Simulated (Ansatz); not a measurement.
ClFGeH7NSi2 (`[F][GeH]([Cl])[N]([SiH3])[SiH3]`), one more setting.

```yaml
crystal:
  periodic: [false, false, false]
  atoms:
    - {symbol: F, position_ang: [2.125900, 0.820152, 1.704857]}
    - {symbol: Ge, position_ang: [1.415285, 1.232025, 0.025362]}
    - {symbol: Cl, position_ang: [0.917587, 3.110377, -0.236221]}
    - {symbol: N, position_ang: [0.014516, -0.168567, -0.068610]}
    - {symbol: Si, position_ang: [-0.577572, -0.901764, 1.247992]}
    - {symbol: Si, position_ang: [-0.732894, -0.283750, -1.362073]}
    - {symbol: H, position_ang: [2.599160, 0.314579, -1.152552]}
    - {symbol: H, position_ang: [-2.342379, -1.248880, 0.840719]}
    - {symbol: H, position_ang: [0.230309, -1.549194, 1.844100]}
    - {symbol: H, position_ang: [-1.091578, -0.033851, 2.310973]}
    - {symbol: H, position_ang: [-1.113241, -1.369595, -1.909409]}
    - {symbol: H, position_ang: [-2.027028, 0.397956, -1.690539]}
    - {symbol: H, position_ang: [0.280422, 0.521202, -2.501299]}
basis:
  gaussian: {orbitals: aug-pcseg-2}
hamiltonian: {xc: {name: HF}}
correlation: {active_space: {window: {electrons: 2, orbitals: 1}}}
output: {forces: true}
```

```sh
$ ansatz run in.yaml --threads 2 --pin off --events-out ev --progress --plain --max-ram 32768MiB --backend cuda --devices 0, --max-vram 18GiB
```

Output, abridged:

```
Functional definition: HF
2877 factors; integrals over basis functions are off by at most 9.6e-4 eV
mean field evaluation 1: about -88993.5192 eV, gradient 5.4e1 eV
mean field evaluation 2: about -88993.7746 eV, gradient 5.4e1 eV
mean field evaluation 4: about -89000.1320 eV, gradient 4.4e0 eV
mean field evaluation 8: about -89000.2394 eV, gradient 3.9e-1 eV
mean field -89000.24000086 eV, -3270.6984935023 hartree, gradient 4.2e-6 eV, S^2 0.000000; 0 other end points of the search recorded, 0 dependent functions left out
reference -89000.24000086 eV, -3270.6984935023 hartree; 50, 50 occupied and 412, 412 virtual orbitals, 2877 factors
state -89000.24000086 eV, -3270.6984935023 hartree
Total energy: -89000.24000086 eV, -3270.6984935023 hartree
Atom 0 at     2.125900     0.820152     1.704857 Å, force    -1.597614     1.237929    -3.100761 eV/Å
Atom 1 at     1.415285     1.232025     0.025362 Å, force     3.592194    -8.924464     0.653164 eV/Å
Atom 2 at     0.917587     3.110377    -0.236221 Å, force    -0.930020     3.288933    -0.183646 eV/Å
Atom 3 at     0.014516    -0.168567    -0.068610 Å, force     6.640639     3.977466     6.416081 eV/Å
Atom 4 at    -0.577572    -0.901764     1.247992 Å, force   -11.024599     4.691194    -1.063384 eV/Å
Atom 5 at    -0.732894    -0.283750    -1.362073 Å, force    -2.830155     6.182625   -10.202292 eV/Å
Atom 6 at     2.599160     0.314579    -1.152552 Å, force    -1.919018     2.337810     2.255211 eV/Å
Atom 7 at    -2.342379    -1.248880     0.840719 Å, force     3.287531    -0.434227     0.233800 eV/Å
Atom 8 at     0.230309    -1.549194     1.844100 Å, force     6.460614    -6.605141     4.468346 eV/Å
Atom 9 at    -1.091578    -0.033851     2.310973 Å, force     0.297087     0.700293     0.183761 eV/Å
Atom 10 at    -1.113241    -1.369595    -1.909409 Å, force    -0.840905    -5.882305    -1.990252 eV/Å
Atom 11 at    -2.027028     0.397956    -1.690539 Å, force     0.190888     0.596507     0.847167 eV/Å
Atom 12 at     0.280422     0.521202    -2.501299 Å, force    -1.326643    -1.166620     1.482804 eV/Å
Dipole moment:     0.239981     0.204427    -0.069535 e Å
```

Run time 25 s (2 threads of an AMD EPYC 7R13 on a shared host and a share of an NVIDIA H100 80 GB); peak host memory 3.1 GiB.
